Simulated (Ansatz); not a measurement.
Q: Name a neutral molecule of B, C, F, Ga and H with HOMO–LUMO gap (PBE0/def2-TZVPP) between 4.90 and 5.20 eV and HOMO energy (ωB97M-V/def2-TZVPP) between -9.40 and -9.10 eV (Ansatz, PBE0-D4/def2-TZVP geometry).

A: `C=C[B](C)[GaH][F]` (4.99 eV, -9.33 eV); `[BH2][GaH][CH2]CF` (5.16 eV, -9.36 eV). Other molecules can fit too; these were computed, each in one conformer that needn't be the lowest.
